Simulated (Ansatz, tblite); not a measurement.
Forces on K3I2 at its B3LYP-D4/def2-SVP geometry. Charge 0, multiplicity 2.

In the def2 sets I takes a core potential; there is no spin–orbit coupling. The xTB rows come from tblite. Another isomer (doublet) lies 0.10 eV lower at PBE-D4/def2-SVP; other spin states weren't run for this one.

GFN1-xTB (tblite), largest force 0.56 eV/Å:

```xyz
5
positions Å, forces eV/Å
K    -0.086    0.893   -1.753    0.058    0.131    0.341
K    -1.899    3.045    1.432    0.226   -0.332   -0.384
K     1.115   -2.312    0.980   -0.045    0.249   -0.176
I    -1.597   -0.379    1.119   -0.187   -0.049    0.242
I     2.467   -1.248   -1.779   -0.051    0.001   -0.024
```

GFN2-xTB (tblite), largest force 0.28 eV/Å:

```
K -0.096 0.260 -0.026
K 0.057 0.028 -0.137
K 0.049 -0.089 0.031
I -0.098 -0.140 0.146
I 0.089 -0.060 -0.013
```

PBE-D4/def2-TZVP (Ansatz), largest force 0.04 eV/Å:

```
K 0.021 -0.019 0.008
K -0.006 -0.027 0.001
K -0.014 0.027 -0.023
I 0.017 0.020 0.004
I -0.018 -0.002 0.010
```
